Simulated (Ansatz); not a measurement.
Consider the substitution at a C–C bond: `CCC(C)(O)CC` + `C[CH2][Ge][OH]` → `C[CH2][Ge][O]C` + `CCC(O)CC`.

Program: Ansatz. Geometries: PBE0-D4/def2-TZVP. ΔE: electronic, gas phase. CCSD(T)/CBS is the MP2 limit (def2-TZVPP, def2-QZVPP) plus CCSD(T) − MP2 in def2-TZVPP, frozen cores. DFT in def2-TZVPP. B3LYP here is the variant with VWN-RPA as its local correlation; programs differ in this. HSE06 is defined as in plane-wave codes. For Ge outer-core shells are correlated without core-valence functions, which leaves a few kJ/mol of doubt a bond. Scalar relativity is left out up to krypton. One conformer a species, not always the lowest.

| level | ΔE (kJ/mol) | difference from CCSD(T)/CBS |
| --- | --- | --- |
| LDA (SPW92) | 67.1 | 1.9 |
| PBE-D4 | 56.0 | -9.2 |
| HSE06-D4 | 58.2 | -7.0 |
| BHLYP-D4 | 53.2 | -12.0 |
| CAM-B3LYP-D4 | 54.6 | -10.6 |
| BLYP | 36.5 | -28.7 |
| B3LYP | 42.2 | -23.0 |
| r2SCAN0 | 59.1 | -6.1 |
| HSE06 | 52.9 | -12.3 |
| RPA@PBE/def2-TZVPP | 57.2 | -8.0 |
| CCSD(T)/def2-SVP | 52.8 | -12.4 |
| HF/def2-TZVPP | 37.8 | -27.4 |
| SCS-MP2/def2-TZVPP | 60.8 | -4.4 |
| MP2/def2-QZVPP | 70.9 | 5.7 |
| HF/CBS(def2) | 37.5 | -27.7 |
| CCSD/CBS(def2) | 62.6 | -2.6 |
| CCSD(T)/CBS | 65.2 | 0 |

Largest T1 diagnostic among the species: 0.014.

At CCSD(T), def2-SVP lies −12.4 kJ/mol from the extrapolated value and def2-TZVPP −2.1 kJ/mol. In def2-TZVPP, CCSD(T) changes the Hartree–Fock value by +25.3 kJ/mol (the triples alone add +2.7 kJ/mol) and MP2 by +32.0 kJ/mol.

CCSD(T)/CBS has its own doubt, a few kJ/mol and more with outer-core shells, so smaller differences from it don't rank the levels.
